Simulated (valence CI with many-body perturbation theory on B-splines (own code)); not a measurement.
# From CI to CI+MBPT in Dy58+

Calculated by valence CI with perturbative core correlation (CI+MBPT): six valence electrons over a frozen Dirac-Fock core [He], radial functions for each j: 9 s, 9 p, 8 d, 6 f, 3 g, 1 h, with the one-electron correlation potential Σ1, the two-electron term Σ2, the three-electron term Σ3, Breit, model QED; selected CI, second order for the rest, scaled by the run's own slope (own B-spline code, finite nucleus).

The last digits are not significant, and no measured levels were compared; by estimate large intervals hold to a few tenths of a per cent, small ones and those within an open d or f shell to about a per cent. Among the levels kept, up to 2100 cm⁻¹ of a level comes from second order outside the variational space, and about a tenth of that is noise between levels of different J, which matters for small intervals.

Each rung adds one term. CI alone is the Dirac-Coulomb CI over the frozen core; QED comes last and gives the full result, which names the levels. Energies are above (2s^2 2p1/2^2 2p3/2^2) J=2 on the same rung, in eV.

Levels are named by their leading jj configuration (3d3/2^4 stands for four electrons in 3d with j = 3/2), which in mixed levels can hold well under half, so a name can repeat and another be missing.

```tsv
Level	CI alone	+ Σ1	+ Σ2	+ Σ3	+ Breit	Full
(2s^2 2p1/2^2 2p3/2^2) J=0	45.4	45.4	45.7	45.6	51.4	51.3
(2s^2 2p1/2 2p3/2^3) J=1	834.7	834.8	834.9	834.9	826.6	827.8
(2s^2 2p1/2 2p3/2^3) J=2	858.5	858.6	858.7	858.7	844.9	846.2
(2s 2p1/2^2 2p3/2^3) J=2	1183.2	1183.0	1182.7	1182.5	1181.7	1171.2
(2s 2p1/2^2 2p3/2^3) J=1	1253.0	1252.9	1252.5	1252.1	1253.1	1242.5
(2s^2 2p3/2^4) J=0	1709.6	1709.9	1710.2	1710.1	1691.3	1693.7
(2s 2p1/2 2p3/2^4) J=0	2028.0	2028.0	2027.9	2027.7	2018.4	2009.0
(2s 2p1/2 2p3/2^4) J=1	2066.7	2066.7	2066.4	2066.1	2054.0	2044.6
(2p1/2^2 2p3/2^4) J=0	2469.9	2469.7	2469.0	2468.4	2469.8	2448.7
(2s^2 2p1/2^2 2p3/2 3s) J=2	6830.1	6830.4	6830.6	6830.4	6822.5	6824.7
(2s^2 2p1/2^2 2p3/2 3s) J=1	6837.8	6838.0	6838.3	6838.1	6830.5	6832.6
(2s^2 2p1/2^2 2p3/2 3p1/2) J=1	6931.3	6931.5	6931.6	6931.4	6928.0	6926.7
(2s^2 2p1/2^2 2p3/2 3p1/2) J=2	6934.5	6934.7	6934.8	6934.6	6929.7	6928.5
(2s^2 2p1/2^2 2p3/2 3p3/2) J=3	7172.5	7172.7	7172.9	7172.7	7164.0	7163.1
(2s^2 2p1/2^2 2p3/2 3p3/2) J=1	7172.2	7172.5	7172.6	7172.4	7164.3	7163.4
(2s^2 2p1/2^2 2p3/2 3p3/2) J=2	7196.7	7196.9	7197.0	7196.8	7189.0	7188.1
(2s^2 2p1/2^2 2p3/2 3p3/2) J=0	7216.8	7217.0	7217.3	7217.1	7211.5	7210.5
(2s^2 2p1/2^2 2p3/2 3d3/2) J=2	7277.6	7277.9	7278.1	7277.9	7269.9	7268.6
(2s^2 2p1/2^2 2p3/2 3d3/2) J=3	7286.4	7286.7	7287.0	7286.8	7277.1	7275.8
```

**Question.** How does the ionisation energy move along the ladder, and which term matters most?

**Answer.** CI alone 12703, + Σ1 12703, + Σ2 12704, + Σ3 12703, + Breit 12692, + QED 12691 eV. The largest step is Breit, -12 eV. NIST lists 12690 ± 6 eV (theoretical).
